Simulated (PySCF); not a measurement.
SCF from a fresh guess for triplet Cd₂Te, at the PBE0 minimum. PySCF input:

```python
from pyscf import gto, scf, dft
mol = gto.M(atom='''
Te     0.000000     0.000000    -1.255199
Cd     1.955199    -0.000000     0.719734
Cd    -1.955199     0.000000     0.719734''',
    basis={'Te': 'def2-SVP', 'Cd': 'def2-SVP'},
    ecp={'Te': 'def2-SVP', 'Cd': 'def2-SVP'},
    charge=0, spin=2)
mf = dft.UKS(mol, xc='PBE0')
mf.grids.atom_grid = (50, 194)
aux = {'Te': 'def2-universal-JKFIT', 'Cd': 'def2-universal-JKFIT'}
mf = mf.density_fit(auxbasis=aux)
mf.conv_tol = 1e-08
mf.diis_space = 10
mf.max_cycle = 60
mf.init_guess = 'huckel'
mf.verbose = 4
mf.kernel()
```

Excerpt of the output (cycles alone):

```
init E= -603.370177915073
cycle= 1 E= -603.385573694893  delta_E= -0.0154  |g|= 0.349  |ddm|=  1.5
cycle= 2 E= -603.242530053539  delta_E= 0.143  |g|= 0.564  |ddm|= 1.61
cycle= 3 E= -603.502771369901  delta_E= -0.26  |g|= 0.0471  |ddm|= 0.98
cycle= 4 E= -603.504861145579  delta_E= -0.00209  |g|= 0.0201  |ddm|= 0.11
cycle= 5 E= -603.505077005629  delta_E= -0.000216  |g|= 0.00333  |ddm|= 0.0331
cycle= 6 E= -603.505096224924  delta_E= -1.92e-05  |g|= 0.0018  |ddm|= 0.0134
cycle= 7 E= -603.505100682539  delta_E= -4.46e-06  |g|= 0.000474  |ddm|= 0.00676
cycle= 8 E= -603.5051009103  delta_E= -2.28e-07  |g|= 0.000139  |ddm|= 0.00121
cycle= 9 E= -603.505100959758  delta_E= -4.95e-08  |g|= 6.69e-05  |ddm|= 0.000775
cycle= 10 E= -603.505100965221  delta_E= -5.46e-09  |g|= 2.74e-05  |ddm|= 0.000195
Extra cycle  E= -603.505100965457  delta_E= -2.35e-10  |g|= 3.02e-05  |ddm|= 9.7e-05
converged SCF energy = -603.505100965457  <S^2> = 2.0132906  2S+1 = 3.0088474
```

No lower solution of this spin was found from smeared starts or by a stability analysis within the unrestricted form.

No spin–orbit coupling is included, which matters more the heavier the element.

The search for the lowest solution, 3 starts and the stability check together, took 13 s on 2 threads of a shared Intel Xeon 6975P-C (Granite Rapids) host, with 88 basis functions; the process peaked at 0.39 GiB.
